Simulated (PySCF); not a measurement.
H3O, charge +1.

```xyz
4

O      0.0000     0.0000     0.0742
H      0.8173     0.4719    -0.1977
H      0.0000    -0.9438    -0.1977
H     -0.8173     0.4719    -0.1977
```
Charge +1, spin multiplicity 1.

Geometry: B3LYP-D3(BJ)/def2-TZVPD.

Level of theory: PySCF with PBE/pcSseg-2. Non-relativistic, no solvent.

Computed absolute GIAO shielding of each atom: isotropic value and principal components (ppm):
```
atom  σ(iso)    σ11    σ22    σ33  span
----  ------  -----  -----  -----  ----
O1     300.5  267.4  317.0  317.0  49.6
H2      24.1   17.0   17.7   37.6  20.6
H3      24.1   17.0   17.7   37.6  20.6
H4      24.1   17.0   17.7   37.6  20.6
```
